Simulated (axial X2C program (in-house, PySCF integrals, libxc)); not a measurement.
NbS⁻: from the spin-free to the two-component result

Computed with an in-house all-electron X2C program for linear molecules (integrals from PySCF). Spin-free means the one-electron spin-free X2C Hamiltonian; two-component (2c) means X2C with spin–orbit coupling and atomic mean-field two-electron Coulomb and Gaunt terms, so the difference of the two also holds small scalar two-electron terms. Basis: Nb dyall-acv3z [12s13p10d5f3g], S dyall-av3z [9s8p3d2f] (cores contracted in-house); Gaussian nuclei, density fitting, unrestricted open shells. Masses: Nb 92.906 u, S 31.972 u.

Spin-free state: M_S = 1, Λ = 0 (beyond evenly filled blocks: δ+α, δ-α); fragments Nb + S-.

| level | Re (Å) | ωe (cm⁻¹) | De (eV) | μ (D) |
| --- | --- | --- | --- | --- |
| HF | 2.236 | 466.4 | 2.370 | -0.12 |
| CCSD | 2.194 | 499.8 | 4.182 | n/a |
| CCSD(T) | 2.195 | 498.7 | 4.488 | n/a |
| LDA | 2.138 | 528.7 | 5.553 | 0.51 |

Correlated methods: 12 electrons correlated (number of frozen shells: Nb 4 s, 3 p, 1 d; S 2 s, 1 p), 310 virtual spin orbitals or spinors in MP2, 90 natural virtuals in coupled cluster.

Dipoles are positive if S is the positive end and refer to the centre of mass.

Two-component determinant lowest at the distance of the search:

Ω = 1 (⟨Sz⟩ = 1.00, ⟨Lz⟩ = 0.00 at HF); fragments Nb + S-.

| level | Re (Å) | ωe (cm⁻¹) | μ (D) |
| --- | --- | --- | --- |
| HF | 2.237 | 466.0 | -0.20 |
| CCSD | 2.195 | 498.9 | n/a |
| CCSD(T) | 2.195 | 497.8 | n/a |
| LDA | 2.138 | 528.5 | 0.50 |

Task: From the two tables, how do the constants change at the CCSD(T) level (2c against spin-free)?

Result: At the CCSD(T) level Re is unchanged within 0.001 Å and ωe falls by 0.9 cm⁻¹.

One determinant describes the state; a PBE0 search over occupations chose it and may have missed a lower one. Dissociation energies refer to the lowest single-determinant-based atoms at the same level and basis. De is not given where an atomic determinant may have missed its ground term or J level, or where the truncated virtual space spoils (T). Density functionals use the spin component along the axis (collinear). CCSD and (T) use frozen natural virtuals with an MP2 correction for the truncation; (T) itself is uncorrected, so its De runs slightly low. PBE0 can misorder states that lie within some tenths of an eV, so this need not be the ground state of the molecule. The nearest other spin-free determinant of the search, M_S = 2, Λ = 1, lies 0.14 eV up at the distance of the search. Without a current term, density functionals place determinants with orbital angular momentum somewhat too high. With several unpaired electrons one determinant need not be a pure state. The outer-core s and p shells of the metal are frozen in the correlated rows, which leaves out core–valence correlation; for alkali and alkaline-earth bonds that tends to lengthen them. Open-shell Ω = 0 determinants with evenly filled partner blocks cannot be reached by this program, so the Ω shown need not be the lowest component. The highest occupied level of some functionals is positive through self-interaction error; at Hartree–Fock it is bound. The determinant is spin-polarised beyond a pure state at some levels (its spin-free form has ⟨S²⟩ too high), which makes Re and μ there less reliable. The T1 diagnostic is large, a sign of multireference character. With the outer-core shells frozen, correlated bond lengths of heavy atoms tend to come out a few hundredths of an ångström too long. Hartree–Fock gets electron affinities wrong, so its lowest charge split need not be the true one.
